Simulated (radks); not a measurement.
Results of a calculation; reference values are marked as such.
Mean orbital radii <r> (bohr) of the lithium ion Li+, [He], at several levels of relativity; Dirac values are averaged over j with weights 2j + 1. Spin-unpolarised spherical Kohn-Sham, LDA (Slater exchange, Perdew-Wang correlation), point nucleus unless stated (finite: rms radius 2.444 fm), a radial shooting solver on a logarithmic mesh with Libxc functionals. A level marked "c x" has the speed of light scaled by that factor.

1s: non-rel. 0.5848; Dirac 0.5847; Dirac, finite nucleus 0.5847; Dirac, c x 1.5 0.5847; change of magnitude, last against first (%) -0.01
2s (empty): non-rel. 3.283; Dirac 3.283; Dirac, finite nucleus 3.283; Dirac, c x 1.5 3.283; change of magnitude, last against first (%) 0.00
2p (empty): non-rel. 3.555; Dirac 3.555; Dirac, finite nucleus 3.555; Dirac, c x 1.5 3.555; change of magnitude, last against first (%) 0.00
